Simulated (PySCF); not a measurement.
## How methods differ on the ionisation energy of Ce³¹⁺

Ce³¹⁺ [Ar] 3d9 [3d3/2^4 3d5/2^5, M_J = 5/2] → Ce³²⁺ [Ar] 3d8 [3d3/2^4 3d5/2^4, M_J = 4], as a difference of total energies. All numbers are calculated (PySCF 2.14, the two-component X2C-1e Hamiltonian, in an even-tempered Gaussian basis (16 s from 5.2 bohr⁻², ratio 2.8; 12 p from 6.8 bohr⁻², ratio 2.8; 8 d from 6.8 bohr⁻², ratio 2.8; 3 f from 28 bohr⁻², ratio 3)). Correlated levels: [Ne] frozen; the 74 highest virtual spinors dropped. "Screened" scales the spin-orbit matrix elements by Boettger's factors to mimic the two-electron term; Breit and QED terms are absent.

```json
{"method": "GHF (spin-free)", "ionisation energy (eV)": "2001.7"}
{"method": "GMP2 (spin-free)", "ionisation energy (eV)": "2003.1"}
{"method": "GHF (screened spin-orbit)", "ionisation energy (eV)": "1994.8"}
{"method": "GMP2 (screened spin-orbit)", "ionisation energy (eV)": "1996.2"}
```

Breit and QED terms and the two-electron picture change are absent.

The spin-free rows relax to the high-spin LS determinant and lack the spin-orbit shift.

The labels give the starting determinants; with spin-orbit coupling the two ends relaxed to ⟨J²⟩ = 8.75, ⟨L²⟩ = 6.02, ⟨S²⟩ = 0.77 and ⟨J²⟩ = 20.00, ⟨L²⟩ = 12.65, ⟨S²⟩ = 1.86.

For comparison: 1994 ± 4 eV (theoretical estimate listed by NIST; NIST Atomic Spectra Database, ionization energies).
